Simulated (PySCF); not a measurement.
Simulated absorption spectrum

C5H9NOSi.
Atom-mapped SMILES: `[CH:1]#[C:2][SiH2:3][N:4]([CH:5]=[O:6])[CH2:7][CH3:8]` (hydrogens: H9 on C1; H10, H11 on Si3; H12 on C5; H13, H14 on C7; H15, H16, H17 on C8)

Cartesian coordinates in Å at the GFN2-xTB level; atoms count from 1:
```
atom  x, y, z in Å
C1     3.7217   -0.5446    0.6555
C2     2.6608   -0.6180    0.0948
Si3    1.0319   -0.7216   -0.7668
N4    -0.0950    0.3677    0.0601
C5     0.2488    1.6429   -0.1157
O6     1.2292    1.9512   -0.7592
C7    -1.2963   -0.0139    0.7579
C8    -2.4415   -0.3020   -0.2085
H9     4.6502   -0.4741    1.1460
H10    1.0787   -0.3977   -2.1856
H11    0.4407   -2.0415   -0.5054
H12   -0.4083    2.3891    0.3658
H13   -1.5790    0.7966    1.4380
H14   -1.0821   -0.9040    1.3546
H15   -2.1704   -1.1145   -0.8786
H16   -2.6618    0.5796   -0.8066
H17   -3.3347   -0.5830    0.3438
```

Computed, not measured: TDDFT CAM-B3LYP/def2-SVPD, vertical, gas phase, core orbitals frozen in the response (PySCF 2.14.0, density-fitted response routines).

Each state is given a Gaussian of 0.3 eV full width at half maximum, with ε(max) = 2.175×10⁸ f / Δν̃ (Δν̃ the width in cm⁻¹). The width is an assumption, not a result. The curve ends short of the highest state used, and states not computed would add to its high-energy end.

```
E (eV)  ε (L mol⁻¹ cm⁻¹)
  5.21                 0
  5.24                 0
  5.27                 0
  5.30                 1
  5.33                 1
  5.36                 2
  5.39                 4
  5.42                 7
  5.45                10
  5.48                15
  5.51                20
  5.54                26
  5.57                31
  5.59                35
  5.62                39
  5.65                42
  5.68                43
  5.71                42
  5.74                41
  5.77                39
  5.80                39
  5.83                39
  5.86                41
  5.89                44
  5.92                48
  5.95                53
  5.98                59
  6.01                68
  6.04                81
  6.07               101
  6.09               120
  6.12               157
  6.15               205
  6.18               262
  6.21               325
  6.24               388
  6.27               443
  6.30               485
  6.33               509
  6.36               517
  6.39               516
  6.42               518
  6.45               544
  6.48               620
  6.51               774
  6.54              1036
  6.56              1283
  6.59              1774
  6.62              2408
  6.65              3164
  6.68              4000
  6.71              4851
  6.74              5641
  6.77              6293
  6.80              6741
  6.83              6936
```

Question: Locate the maxima and give the states behind the curve.

Answer: 218 nm (5.68 eV), ε about 43, made up of S1 (93%); 195 nm (6.37 eV), ε about 520, made up of S3 (73%) and S4 (22%) (hardly more than a shoulder) (ε in L mol⁻¹ cm⁻¹; maxima over ε = 5, shares over 10%). At its high-energy end, 6.83 eV, the curve is still rising (ε about 6900, from S5 and S6). The states used: S1 5.66 eV (f 0.0004); S2 5.98 eV (f 0.0005); S3 6.31 eV (f 0.0045); S4 6.44 eV (f 0.0015); S5 6.77 eV (f 0.046); S6 6.91 eV (f 0.043); S7 7.39 eV (f 0.015); S8 7.43 eV (f 0.051).

Question: On this curve, what absorbance would a 10⁻⁴ mol/L sample give at 193 nm over a 1 cm path?

Answer: 193 nm is 6.424 eV, where ε is about 520 L mol⁻¹ cm⁻¹, so A = ε c l ≈ 0.052 (Beer–Lambert, with the gas-phase spectrum and the assumed width).

Question: Coming from long wavelengths, where does ε first pass 100 L mol⁻¹ cm⁻¹?

Answer: At about 204 nm (6.07 eV), 0.41 eV above S1.

Question: What would ε be at 6.37 eV, the highest of these maxima, with half the width (0.15 eV)?

Answer: About 707 L mol⁻¹ cm⁻¹ against 517, a factor of about 1.4; a lone state at its own centre would give exactly 2.

The run took 99 s on one thread of an Arm Neoverse N1, no GPU (shared host).

One conformer stands for the species.
